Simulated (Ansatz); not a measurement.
Born–Oppenheimer molecular dynamics of a periodic cell of 17 atoms, CuSi$_{16}$ (host Si, host structure diamond, interstitial Cu), cell charge +1. It starts from a relaxed structure.

Computed with DFT PBEsol, scalar-relativistic, plane waves, PAW in Ansatz. Settings: accuracy low, PAW set soft_1, cutoff 420 eV, k mesh 2x2x2, fermi-dirac smearing 0.02 eV, no spin polarisation.

- ensemble: NVE (velocity Verlet)
- time step: 3 fs
- steps asked: 100
- starting velocities drawn for: 3000 K
- seed: 736779

Frames 3 fs apart, positions in Å, forces in eV/Å.

Velocities at 150.0 fs (Å/ps):

```
Si 11.12 -0.06 -3.14
Si 6.71 9.10 4.73
Si 1.39 -5.56 -5.33
Si 11.38 1.44 12.17
Si -8.37 -5.22 -0.47
Si 1.48 -2.45 1.32
Si -10.06 -7.00 -1.08
Si -1.56 -1.71 -1.13
Si -4.89 3.45 -1.84
Si 2.78 -2.38 8.74
Si -8.13 -9.03 3.61
Si 0.21 -8.05 0.74
Si 5.47 -4.70 -13.73
Si -4.22 2.75 1.53
Si -6.44 4.57 -0.95
Si 8.01 16.78 -3.91
Cu -2.16 3.57 -0.57
```

```xyz
17
Lattice="0.0000 5.4300 5.4300 5.4300 0.0000 5.4300 5.4300 5.4300 0.0000" Properties=species:S:1:pos:R:3:forces:R:3 time_fs=150.0 energy_less_start_eV=3.357 T=1392
Si 0.325 -0.094 -0.591 -1.77 0.17 -0.38
Si 1.084 1.077 1.249 -0.15 -0.46 0.64
Si 2.296 2.768 0.329 -0.49 0.98 -0.49
Si 3.904 4.257 1.023 1.09 0.55 0.38
Si 2.353 -0.279 2.690 2.22 0.73 -1.50
Si 3.930 1.325 3.434 0.92 -0.32 1.52
Si 5.313 3.011 2.545 0.28 -0.53 -0.45
Si 6.538 4.226 4.224 -1.39 -1.27 1.37
Si -0.235 2.043 2.955 -0.22 0.35 0.61
Si 1.940 4.102 3.583 -0.69 -0.27 0.24
Si 3.155 5.886 2.667 0.25 0.52 -0.71
Si 3.666 6.597 4.915 0.89 -0.36 -0.75
Si 3.122 2.877 5.172 0.25 -0.55 -0.02
Si 4.183 3.774 7.185 -0.75 0.41 -0.39
Si 5.419 5.412 5.983 0.25 0.15 -0.24
Si 7.103 7.102 6.652 -0.37 -0.46 1.17
Cu 5.628 8.284 5.418 -0.31 0.40 -1.00
17
Lattice="0.0000 5.4300 5.4300 5.4300 0.0000 5.4300 5.4300 5.4300 0.0000" Properties=species:S:1:pos:R:3:forces:R:3 time_fs=153.0 energy_less_start_eV=3.464 T=1340
Si 0.355 -0.094 -0.601 -1.88 0.40 -0.14
Si 1.103 1.103 1.264 -0.43 -0.77 0.61
Si 2.299 2.752 0.312 0.00 1.53 -0.54
Si 3.940 4.262 1.060 0.56 0.30 0.05
Si 2.331 -0.293 2.686 2.41 0.87 -1.57
Si 3.936 1.317 3.440 0.88 -0.81 1.41
Si 5.283 2.989 2.541 0.63 -0.29 -0.29
Si 6.532 4.219 4.223 -1.54 -1.43 1.51
Si -0.250 2.054 2.951 -0.20 0.30 0.63
Si 1.947 4.095 3.610 -0.83 -0.25 0.14
Si 3.131 5.860 2.677 0.27 0.80 -0.92
Si 3.668 6.572 4.916 0.70 -0.20 -0.89
Si 3.139 2.862 5.131 0.43 -0.46 0.35
Si 4.169 3.783 7.189 -0.77 0.40 -0.43
Si 5.400 5.426 5.980 0.57 0.05 -0.19
Si 7.127 7.152 6.642 -0.46 -0.77 1.31
Cu 5.622 8.295 5.415 -0.32 0.32 -1.04
17
Lattice="0.0000 5.4300 5.4300 5.4300 0.0000 5.4300 5.4300 5.4300 0.0000" Properties=species:S:1:pos:R:3:forces:R:3 time_fs=156.0 energy_less_start_eV=3.593 T=1278
Si 0.380 -0.093 -0.611 -1.94 0.62 0.15
Si 1.122 1.127 1.282 -0.73 -0.96 0.54
Si 2.303 2.742 0.293 0.44 1.87 -0.52
Si 3.977 4.268 1.097 0.03 0.22 -0.37
Si 2.317 -0.305 2.677 2.41 0.90 -1.38
Si 3.945 1.306 3.451 0.79 -1.25 1.23
Si 5.255 2.966 2.536 1.08 -0.18 -0.10
Si 6.520 4.207 4.226 -1.54 -1.40 1.41
Si -0.266 2.065 2.948 -0.13 0.28 0.62
Si 1.952 4.086 3.637 -1.03 -0.22 -0.03
Si 3.107 5.836 2.684 0.32 1.02 -1.07
Si 3.672 6.547 4.914 0.43 -0.01 -1.06
Si 3.157 2.846 5.091 0.55 -0.38 0.83
Si 4.153 3.793 7.191 -0.73 0.35 -0.49
Si 5.383 5.440 5.976 0.89 -0.09 -0.10
Si 7.149 7.199 6.636 -0.52 -1.03 1.40
Cu 5.614 8.306 5.411 -0.32 0.26 -1.06
17
Lattice="0.0000 5.4300 5.4300 5.4300 0.0000 5.4300 5.4300 5.4300 0.0000" Properties=species:S:1:pos:R:3:forces:R:3 time_fs=159.0 energy_less_start_eV=3.722 T=1217
Si 0.399 -0.090 -0.621 -1.98 0.80 0.47
Si 1.138 1.149 1.300 -0.95 -1.02 0.42
Si 2.307 2.737 0.273 0.78 1.98 -0.43
Si 4.015 4.275 1.134 -0.44 0.24 -0.81
Si 2.310 -0.314 2.664 2.21 0.82 -0.98
Si 3.956 1.292 3.466 0.72 -1.64 0.99
Si 5.231 2.943 2.531 1.49 -0.14 0.12
Si 6.504 4.192 4.234 -1.39 -1.24 1.10
Si -0.282 2.078 2.948 -0.07 0.25 0.63
Si 1.953 4.077 3.664 -1.18 -0.16 -0.26
Si 3.085 5.816 2.688 0.34 1.19 -1.14
Si 3.678 6.522 4.909 0.12 0.22 -1.25
Si 3.177 2.828 5.053 0.63 -0.27 1.31
Si 4.134 3.804 7.193 -0.60 0.24 -0.58
Si 5.369 5.454 5.972 1.19 -0.26 0.05
Si 7.169 7.243 6.635 -0.57 -1.20 1.43
Cu 5.607 8.318 5.406 -0.30 0.17 -1.07
17
Lattice="0.0000 5.4300 5.4300 5.4300 0.0000 5.4300 5.4300 5.4300 0.0000" Properties=species:S:1:pos:R:3:forces:R:3 time_fs=162.0 energy_less_start_eV=3.829 T=1166
Si 0.411 -0.084 -0.629 -1.99 0.92 0.76
Si 1.152 1.167 1.320 -1.07 -0.94 0.24
Si 2.315 2.739 0.252 0.99 1.87 -0.27
Si 4.051 4.283 1.167 -0.81 0.33 -1.21
Si 2.310 -0.321 2.649 1.85 0.67 -0.45
Si 3.969 1.273 3.483 0.70 -1.95 0.72
Si 5.211 2.919 2.526 1.82 -0.16 0.34
Si 6.483 4.172 4.245 -1.14 -0.98 0.66
Si -0.298 2.091 2.949 -0.02 0.23 0.63
Si 1.951 4.068 3.690 -1.26 -0.08 -0.47
Si 3.064 5.799 2.688 0.34 1.28 -1.15
Si 3.683 6.497 4.901 -0.23 0.46 -1.42
Si 3.199 2.810 5.020 0.65 -0.13 1.75
Si 4.114 3.816 7.192 -0.40 0.10 -0.69
Si 5.358 5.466 5.968 1.43 -0.43 0.23
Si 7.188 7.283 6.638 -0.59 -1.28 1.40
Cu 5.599 8.330 5.399 -0.27 0.08 -1.06
17
Lattice="0.0000 5.4300 5.4300 5.4300 0.0000 5.4300 5.4300 5.4300 0.0000" Properties=species:S:1:pos:R:3:forces:R:3 time_fs=165.0 energy_less_start_eV=3.895 T=1134
Si 0.418 -0.075 -0.636 -1.94 0.98 1.02
Si 1.162 1.182 1.341 -1.10 -0.73 0.01
Si 2.325 2.746 0.230 1.09 1.59 -0.04
Si 4.085 4.291 1.197 -1.06 0.43 -1.53
Si 2.316 -0.325 2.631 1.39 0.51 0.12
Si 3.985 1.248 3.503 0.70 -2.15 0.45
Si 5.197 2.895 2.522 2.03 -0.22 0.52
Si 6.459 4.149 4.258 -0.85 -0.68 0.17
Si -0.314 2.106 2.952 0.04 0.20 0.61
Si 1.945 4.058 3.715 -1.26 0.00 -0.64
Si 3.044 5.786 2.684 0.32 1.28 -1.11
Si 3.688 6.474 4.887 -0.53 0.69 -1.52
Si 3.223 2.791 4.992 0.59 0.05 2.10
Si 4.092 3.829 7.189 -0.14 -0.07 -0.81
Si 5.352 5.478 5.965 1.59 -0.58 0.39
Si 7.205 7.320 6.645 -0.61 -1.31 1.30
Cu 5.591 8.342 5.391 -0.24 0.00 -1.04
17
Lattice="0.0000 5.4300 5.4300 5.4300 0.0000 5.4300 5.4300 5.4300 0.0000" Properties=species:S:1:pos:R:3:forces:R:3 time_fs=168.0 energy_less_start_eV=3.905 T=1129
Si 0.419 -0.064 -0.639 -1.82 0.96 1.24
Si 1.169 1.195 1.362 -1.06 -0.45 -0.24
Si 2.338 2.758 0.207 1.12 1.20 0.23
Si 4.116 4.301 1.222 -1.21 0.51 -1.74
Si 2.326 -0.328 2.615 0.87 0.38 0.66
Si 4.002 1.216 3.524 0.69 -2.20 0.18
Si 5.189 2.870 2.520 2.10 -0.28 0.63
Si 6.432 4.124 4.272 -0.55 -0.38 -0.28
Si -0.331 2.121 2.957 0.10 0.18 0.56
Si 1.935 4.048 3.738 -1.20 0.04 -0.74
Si 3.025 5.777 2.677 0.26 1.20 -1.04
Si 3.692 6.453 4.870 -0.75 0.87 -1.53
Si 3.248 2.772 4.970 0.46 0.27 2.32
Si 4.070 3.841 7.184 0.16 -0.29 -0.94
Si 5.350 5.488 5.963 1.64 -0.66 0.51
Si 7.220 7.352 6.656 -0.61 -1.28 1.16
Cu 5.582 8.354 5.382 -0.19 -0.08 -0.99
17
Lattice="0.0000 5.4300 5.4300 5.4300 0.0000 5.4300 5.4300 5.4300 0.0000" Properties=species:S:1:pos:R:3:forces:R:3 time_fs=171.0 energy_less_start_eV=3.855 T=1153
Si 0.414 -0.049 -0.638 -1.61 0.86 1.44
Si 1.172 1.206 1.382 -0.97 -0.16 -0.48
Si 2.356 2.774 0.186 1.08 0.79 0.50
Si 4.142 4.312 1.242 -1.24 0.51 -1.82
Si 2.339 -0.330 2.600 0.33 0.31 1.11
Si 4.022 1.177 3.546 0.65 -2.07 -0.06
Si 5.187 2.844 2.520 2.02 -0.31 0.66
Si 6.404 4.098 4.285 -0.29 -0.11 -0.64
Si -0.346 2.136 2.964 0.18 0.18 0.49
Si 1.922 4.038 3.758 -1.07 0.06 -0.77
Si 3.007 5.771 2.667 0.17 1.03 -0.94
Si 3.693 6.434 4.847 -0.85 0.98 -1.43
Si 3.275 2.755 4.955 0.29 0.48 2.37
Si 4.049 3.852 7.176 0.48 -0.53 -1.05
Si 5.354 5.496 5.962 1.57 -0.66 0.56
Si 7.233 7.380 6.671 -0.60 -1.22 0.99
Cu 5.573 8.366 5.371 -0.15 -0.15 -0.92
17
Lattice="0.0000 5.4300 5.4300 5.4300 0.0000 5.4300 5.4300 5.4300 0.0000" Properties=species:S:1:pos:R:3:forces:R:3 time_fs=174.0 energy_less_start_eV=3.754 T=1202
Si 0.404 -0.032 -0.633 -1.30 0.68 1.62
Si 1.172 1.217 1.401 -0.84 0.10 -0.67
Si 2.376 2.792 0.166 1.00 0.40 0.73
Si 4.165 4.325 1.256 -1.20 0.42 -1.77
Si 2.353 -0.331 2.588 -0.18 0.28 1.45
Si 4.044 1.132 3.567 0.55 -1.74 -0.26
Si 5.192 2.818 2.522 1.82 -0.29 0.62
Si 6.374 4.072 4.296 -0.06 0.11 -0.89
Si -0.362 2.152 2.972 0.27 0.19 0.37
Si 1.905 4.029 3.776 -0.90 0.04 -0.74
Si 2.989 5.769 2.654 0.06 0.79 -0.82
Si 3.692 6.419 4.820 -0.81 1.04 -1.21
Si 3.303 2.738 4.948 0.12 0.65 2.26
Si 4.029 3.861 7.164 0.79 -0.76 -1.15
Si 5.362 5.502 5.964 1.37 -0.59 0.51
Si 7.244 7.405 6.689 -0.58 -1.11 0.78
Cu 5.564 8.378 5.358 -0.11 -0.23 -0.84
17
Lattice="0.0000 5.4300 5.4300 5.4300 0.0000 5.4300 5.4300 5.4300 0.0000" Properties=species:S:1:pos:R:3:forces:R:3 time_fs=177.0 energy_less_start_eV=3.627 T=1262
Si 0.390 -0.013 -0.622 -0.88 0.43 1.82
Si 1.170 1.229 1.417 -0.70 0.30 -0.81
Si 2.399 2.812 0.148 0.88 0.09 0.89
Si 4.185 4.340 1.265 -1.09 0.24 -1.66
Si 2.366 -0.330 2.581 -0.62 0.30 1.67
Si 4.067 1.081 3.588 0.32 -1.24 -0.44
Si 5.202 2.790 2.526 1.54 -0.21 0.53
Si 6.345 4.046 4.304 0.14 0.28 -1.00
Si -0.376 2.168 2.982 0.37 0.21 0.23
Si 1.885 4.020 3.792 -0.72 0.01 -0.67
Si 2.971 5.769 2.639 -0.04 0.51 -0.69
Si 3.688 6.407 4.789 -0.67 1.05 -0.89
Si 3.332 2.724 4.948 -0.04 0.76 2.03
Si 4.011 3.869 7.149 1.05 -0.95 -1.21
Si 5.375 5.506 5.966 1.09 -0.45 0.39
Si 7.253 7.426 6.709 -0.57 -1.00 0.57
Cu 5.554 8.390 5.345 -0.07 -0.30 -0.76
17
Lattice="0.0000 5.4300 5.4300 5.4300 0.0000 5.4300 5.4300 5.4300 0.0000" Properties=species:S:1:pos:R:3:forces:R:3 time_fs=180.0 energy_less_start_eV=3.510 T=1318
Si 0.373 0.008 -0.606 -0.37 0.12 2.05
Si 1.166 1.241 1.431 -0.55 0.44 -0.88
Si 2.426 2.832 0.133 0.72 -0.15 0.97
Si 4.200 4.355 1.268 -0.92 -0.03 -1.52
Si 2.377 -0.329 2.579 -0.96 0.31 1.75
Si 4.092 1.027 3.607 -0.03 -0.63 -0.64
Si 5.218 2.762 2.531 1.26 -0.08 0.38
Si 6.316 4.021 4.309 0.33 0.39 -0.96
Si -0.390 2.186 2.992 0.47 0.25 0.07
Si 1.863 4.010 3.806 -0.57 -0.04 -0.59
Si 2.954 5.771 2.621 -0.13 0.23 -0.55
Si 3.682 6.398 4.755 -0.43 1.04 -0.52
Si 3.360 2.712 4.955 -0.18 0.80 1.73
Si 3.997 3.873 7.130 1.25 -1.07 -1.21
Si 5.391 5.508 5.971 0.77 -0.29 0.23
Si 7.261 7.444 6.731 -0.61 -0.91 0.38
Cu 5.545 8.401 5.331 -0.04 -0.37 -0.70
17
Lattice="0.0000 5.4300 5.4300 5.4300 0.0000 5.4300 5.4300 5.4300 0.0000" Properties=species:S:1:pos:R:3:forces:R:3 time_fs=183.0 energy_less_start_eV=3.432 T=1354
Si 0.355 0.029 -0.584 0.22 -0.25 2.27
Si 1.159 1.255 1.442 -0.39 0.52 -0.88
Si 2.454 2.851 0.121 0.49 -0.32 0.97
Si 4.213 4.370 1.267 -0.75 -0.29 -1.33
Si 2.386 -0.327 2.583 -1.18 0.27 1.71
Si 4.116 0.970 3.625 -0.47 0.07 -0.85
Si 5.237 2.733 2.538 0.93 0.06 0.22
Si 6.287 3.997 4.311 0.53 0.48 -0.81
Si -0.402 2.204 3.002 0.55 0.28 -0.10
Si 1.839 4.001 3.817 -0.42 -0.04 -0.50
Si 2.936 5.774 2.602 -0.19 -0.05 -0.39
Si 3.675 6.392 4.720 -0.15 1.00 -0.13
Si 3.387 2.703 4.966 -0.32 0.77 1.37
Si 3.986 3.874 7.108 1.34 -1.09 -1.13
Si 5.410 5.510 5.975 0.46 -0.16 0.06
Si 7.266 7.460 6.754 -0.65 -0.83 0.15
Cu 5.536 8.411 5.315 -0.01 -0.43 -0.64
```

Of the whole run (300 fs, mean temperature of the second half 1320 K): The conserved energy stayed within 2.9 meV per atom of its start (net change 1.7 meV per atom), so the integration is sound. Over the second half the temperature averaged 0.44 of the 3000 K drawn at the start: a run that starts near a minimum puts about half its kinetic energy into the potential. A run of 0.3 ps of so small a system gives no equilibrium averages. Limits of this set-up: coarse k mesh, PAW files made for another functional, low accuracy level, charged cell in a uniform background, uncorrected.

Run time: 11 min on 1 thread of Arm Neoverse V2 (shared host), peak memory 0.65 GiB.
